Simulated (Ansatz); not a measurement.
Basis sets compared for PbH4 (H₄Pb). Total charge 0; singlet. Geometry PBE0-D4/def2-TZVP. Ansatz on 4 threads of Intel Xeon on a shared host; times are rough, and most runs start from earlier orbitals.

```xyz
5

Pb    0.000    0.000    0.000
H    -1.433    0.918   -0.404
H     1.423    0.927   -0.416
H     0.001   -1.503   -0.895
H     0.009   -0.343    1.715
```

In the def2 sets Pb takes a core potential; there is no spin–orbit coupling.

Binding counts from free atoms (Pb triplet, H doublet) in the same basis, without a counterpoise term.

| level | functions | energy (Eh) | HOMO (eV) | LUMO (eV) | binding per atom (eV) | wall time |
| --- | --- | --- | --- | --- | --- | --- |
| PBE-D4/def2-SVP | 46 | -195.2029 | -7.68 | -0.96 | 1.90 | 1.8 s |
| PBE0-D4/def2-SVP | 46 | -195.1810 | -8.87 | 0.01 | 1.89 | 2.6 s |

(1) Estimate the rows for PBE-D4/def2-TZVP, PBE0-D4/def2-TZVP (with forces).

## Answers

(1) 
```csv
level,functions,energy (Eh),HOMO (eV),LUMO (eV),binding per atom (eV),wall time
PBE-D4/def2-TZVP,74,-195.2164,-7.74,-1.29,1.92,2.2 s
PBE0-D4/def2-TZVP (with forces),74,-195.1920,-8.91,-0.37,1.91,3.9 s
```
